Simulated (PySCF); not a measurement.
F4Zr, SMILES [F][Zr+]([F])([F])[F] (connectivity only; charge and spin as stated), charge +1, multiplicity 2.

Geometry optimised at B3LYP-D3(BJ)/def2-SVP. The spin state was assumed, not searched. The def2 effective core potentials stand for the cores of Zr; spin–orbit coupling is left out.

Two levels are set side by side: PBE/def2-TZVPD (PySCF) and PBE0/def2-TZVPD (PySCF). Same geometry, gas phase. Differences are taken from unrounded values.

```tsv
quantity	PBE0	PBE	PBE minus PBE0
α-spin orbital gap (eV)	8.71	5.86	-2.85
β-spin orbital gap (eV)	4.49	1.06	-3.43
mean polarisability (bohr³)	37.6	37.7	0.1
```

Rough cost on one machine, each run with all the roots and properties that it gave: PBE0 against PBE within a factor of 2.
